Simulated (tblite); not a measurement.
C3H9BF3PSi.
SMILES: `[BH3-][P@@H+]1[C@H]([SiH3])[C@H]1C(F)(F)F`

All values are computed: GFN2-xTB (tblite) harmonic vibrations without scaling, gas phase. This tight-binding method is rough: wavenumbers can miss measured ones by several per cent, in bad cases by 10 to 20. Modes of hydrogen on boron, phosphorus and silicon can be 10 to 20 % off.

Harmonic wavenumbers (cm⁻¹): 32.7, 44.7, 74.2, 92.4, 107.7, 148.9, 154.9, 197.9, 228.1, 315.1, 357.8, 461.9, 473.8, 489.0, 527.2, 550.0, 567.4, 609.0, 685.0, 725.3, 747.5, 761.7, 764.4, 771.3, 782.2, 836.2, 856.3, 900.8, 965.9, 993.7, 1030.2, 1049.1, 1073.2, 1116.4, 1161.5, 1177.6, 1183.7, 1204.1, 1305.6, 2252.9, 2274.8, 2299.0, 2315.2, 2455.6, 2485.9, 2486.9, 3004.6, 3017.8.

A = 1496, B = 805.9, C = 611.4 MHz; mass 172.026 u (most abundant isotopes); point group C1, symmetry number 1.

Problem. What is the zero-point energy?

Solution. ½Σν̃ = 24059 cm⁻¹ = 287.80 kJ/mol.

Problem. Give the ideal-gas entropy at 298.15 K and 1 bar in the rigid-rotor, harmonic-oscillator model (classical rotation).

Solution. Translation 173.06, rotation 127.43, vibration 170.26: S = 470.7 J/(mol K).

Problem. And Cp and H(298.15 K) − H(0)?

Solution. Cp = 195.40 J/(mol K), of which vibrations give 162.15 (their classical limit is 48 R = 399.1); H(298.15 K) − H(0) = 35.33 kJ/mol without the zero-point energy, 25.41 from vibrations.

Problem. Blend soft modes into free rotors: weight 1/[1 + (100 cm⁻¹/ν̃)⁴] for the oscillator and the rest for a rotor with moment μB/(μ + B), μ = h/(8π²ν), B = 10⁻⁴⁴ kg m². What vibrational entropy results?

Solution. 152.07 J/(mol K) in place of 170.26, which changes −T·S at 298.15 K by +5.43 kJ/mol.

Problem. How do the functions run with temperature in this model?

Solution. 
```tsv
T (K)	S (J/(mol K))	Cp (J/(mol K))	H − H(0) (kJ/mol)	G − H(0) (kJ/mol)	ln q(vib)
50	265.7	68.4	2.44	-10.85	1.09
100	322.1	95.7	6.59	-25.63	3.05
373.15	518.3	228.2	51.25	-142.13	12.77
500	591.3	270.9	83.06	-212.60	16.93
750	712.3	324.5	158.10	-376.13	24.49
1000	810.4	356.8	243.57	-566.86	31.20
```

q(vib) and H(0) count from the zero-point level.

Problem. What must be added to the electronic energy to get the Gibbs energy at 298.15 K and 1 bar?

Solution. ZPE + [H(298.15 K) − H(0)] − T·S = 287.80 + 35.33 − 140.35 = 182.78 kJ/mol.

Problem. Which modes carry the vibrational entropy at 298.15 K?

Solution. 32.7 cm⁻¹: 23.68; 44.7 cm⁻¹: 21.08; 74.2 cm⁻¹: 16.90; 92.4 cm⁻¹: 15.10; 107.7 cm⁻¹: 13.85; 148.9 cm⁻¹: 11.24 J/(mol K); the other 42 give 68.42 together.

Hindered rotation and anharmonicity are outside this model. The structure is chiral; the term R ln 2 for an equal mix with its mirror image is left out.

Shape of the structure used: `[BH3-:1][P@@H+:2]1[C@H:3]([SiH3:4])[C@H:5]1[C:6]([F:7])([F:8])[F:9]`: C3–C5–C6–F7 -79°.
